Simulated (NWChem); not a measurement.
Molecule: CHCl2FOSi; SMILES O=C[Si](Cl)(F)Cl

```xyz
7

O     -0.5975     2.5261    -0.2856
C      0.1277     1.8265     0.3681
Si    -0.0136    -0.0880     0.3421
F     -0.2453    -0.6068     1.8509
Cl    -1.5699    -0.6822    -0.8163
Cl     1.7546    -0.8684    -0.3159
H      0.9354     2.2685     1.0144
```
Atoms are numbered in this order, from 1.

Computed with NWChem. Pople sets run with spherical d functions. Geometry: optimised at PBE0/def2-SVP. Level: PBE/6-31G* with SMD (1 M gas to 1 M solution), gas-phase geometry. Reactions with the solvent are ignored.

For solvent ethanol:

```
Item                                         Result
-------------------------------------------  ------
cavity-dispersion-structure term (kcal/mol)     0.6
dipole in solution (D)                         1.93
```

Q: What are these values for solvent chloroform?

A: 
| Quantity | Value |
|---|---|
| cavity-dispersion-structure term (kcal/mol) | -1.0 |
| dipole in solution (D) | 1.75 |
